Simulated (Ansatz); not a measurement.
Born–Oppenheimer molecular dynamics of Cl$_{2}$H$_{5}$NSi$_{2}$ (10 atoms, charge 0, multiplicity 1). It starts from a relaxed structure.

Method: Ansatz, RKS PBE0/STO-3G.

```
ensemble                      : NVE (velocity Verlet)
time step                     : 0.5 fs
steps asked                   : 100
starting velocities drawn for : 1500 K
masses                        : H 2.014 u
seed                          : 13149
```

First frame:

```xyz
10
Properties=species:S:1:pos:R:3
Si 0.061 -0.003 0.075
N 0.039 -0.289 1.775
H -0.894 -0.314 2.230
H 0.665 0.309 2.348
Si 2.160 0.001 -0.772
H 2.722 -1.321 -0.643
H 2.119 0.393 -2.158
H 2.952 0.942 -0.016
Cl -0.934 1.806 -0.439
Cl -1.143 -1.524 -0.743
```

Q: How far do the bonds stretch over the last three quarters of this one trajectory? (Pairs bonded in most of those frames.)

A: 
```json
{"bond": "Si1–N2", "mean (Å)": "1.719", "spread (Å)": "0.021", "shortest": "1.69", "longest": "1.75"}
{"bond": "Si1–Si5", "mean (Å)": "2.361", "spread (Å)": "0.093", "shortest": "2.16", "longest": "2.46"}
{"bond": "Si1–Cl9", "mean (Å)": "2.153", "spread (Å)": "0.036", "shortest": "2.08", "longest": "2.19"}
{"bond": "Si1–Cl10", "mean (Å)": "2.155", "spread (Å)": "0.012", "shortest": "2.14", "longest": "2.17"}
{"bond": "N2–H3", "mean (Å)": "1.034", "spread (Å)": "0.022", "shortest": "1.00", "longest": "1.07"}
{"bond": "N2–H4", "mean (Å)": "1.040", "spread (Å)": "0.012", "shortest": "1.02", "longest": "1.06"}
{"bond": "Si5–H6", "mean (Å)": "1.456", "spread (Å)": "0.031", "shortest": "1.40", "longest": "1.51"}
{"bond": "Si5–H7", "mean (Å)": "1.448", "spread (Å)": "0.085", "shortest": "1.33", "longest": "1.57"}
{"bond": "Si5–H8", "mean (Å)": "1.452", "spread (Å)": "0.042", "shortest": "1.39", "longest": "1.51"}
```

Mean temperature of the second half: 825 K. The conserved energy stayed within 0.32 meV per atom of its start (net change 0.17 meV per atom), so the integration is sound. A run of 0.05 ps of so small a system gives no equilibrium averages. Limits of this set-up: minimal basis.

Time of the run: 3.5 min on 1 thread of Intel(R) Xeon(R) Platinum 8488C (Sapphire Rapids) (shared host), peak memory 0.14 GiB.
